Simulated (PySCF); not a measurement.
This script is equivalent to a calculation on O⁺ (oxygen, charge +1).

```python
from pyscf import gto, scf, dft, mp, cc
import basis_set_exchange as bse
mol = gto.M(atom="O 0 0 0", charge=1, spin=3, symmetry="D2h",
            basis=gto.basis.parse(bse.get_basis("cc-pVTZ-DK", elements=["O"], fmt="nwchem", header=False)),
            nucmod="G")
mf = dft.UKS(mol, xc="PBE0").sfx2c1e()
mf.irrep_nelec = {'Ag': (2, 2), 'B1u': (1, 0), 'B2u': (1, 0), 'B3u': (1, 0)}
mf.kernel()
```

Question: What total energy does it give?

Answer: -74.560 hartree (calculated).

Question: Which occupied shell lies highest, and where?

Answer: 2p α, at -28.982 eV.

Question: What is ⟨S²⟩, and what would a pure spin state give?

Answer: 3.752, against 3.75.
